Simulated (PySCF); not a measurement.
## Basis and Hamiltonian dependence of the ionisation energy of Pd⁺

Pd⁺ [Kr] 4d9 (2D) → Pd²⁺ [Kr] 4d8 (3F). All values are computed (PySCF 2.14, energy differences of UHF-based or UKS calculations, no spin-orbit coupling). Values in eV.

```
                                                                               basis    Hamiltonian  functions     UHF     PBE    PBE0  MP2 (valence)  CCSD(T) (valence)  CCSD(T) (valence and next inner shell)
                               def2-TZVP with the def2 core potential (28 electrons)            ECP         40  17.435  19.716     n/a         18.866                n/a                                     n/a
                                                                          x2c-SVPall  spin-free X2C         53  17.465  19.850  19.544         18.929                n/a                                     n/a
                                                        aug-cc-pVDZ-PP with ECP28MDF            ECP         54  17.375  19.653  19.378         19.165             19.009                                     n/a
                             def2-TZVPPD with the def2 core potential (28 electrons)            ECP         56  17.425  19.727  19.449         19.340             19.149                                  19.136
                                                                         x2c-TZVPall  spin-free X2C         63  17.437     n/a  19.516         18.909                n/a                                     n/a
                                                                        ANO-RCC-VTZP  spin-free X2C         68  17.440  19.838  19.528         19.445             19.241                                  19.273
                                                      aug-cc-pwCVDZ-PP with ECP28MDF            ECP         70  17.343  19.656  19.373         19.253             19.053                                  18.999
                             def2-QZVPPD with the def2 core potential (28 electrons)            ECP         88  17.418  19.731  19.449         19.471             19.271                                     n/a
                                                        aug-cc-pVTZ-PP with ECP28MDF            ECP         88  17.365  19.680  19.396         19.410             19.220                                     n/a
                   x2c-TZVPPall with one added diffuse shell each of s, p, d, f type  spin-free X2C         95  17.433  19.833  19.526         19.421             19.222                                  19.247
                                                                      aug-cc-pVTZ-DK  spin-free X2C        102  17.436  19.842  19.532         19.481             19.286                                     n/a
aug-cc-pVTZ-PP with one added diffuse shell each of s, p, d, f, g type with ECP28MDF            ECP        113  17.366  19.680  19.396         19.415                n/a                                     n/a
                                                                        x2c-QZVPPall  spin-free X2C        118  17.426  19.826  19.519         19.487                n/a                                     n/a
                x2c-QZVPPall with one added diffuse shell each of s, p, d, f, g type  spin-free X2C        143  17.426  19.827  19.519         19.499                n/a                                     n/a
```

Frozen in the all-electron rows: valence: [Kr]; valence and next inner shell: [Ar] 3d10; with a core potential, the same shells as far as they lie outside it.

Between the lowest levels the reference is 19.43 ± 0.12 eV (semi-empirical (NIST evaluation); NIST Atomic Spectra Database, ionization energies); it includes spin-orbit coupling, which these numbers lack.
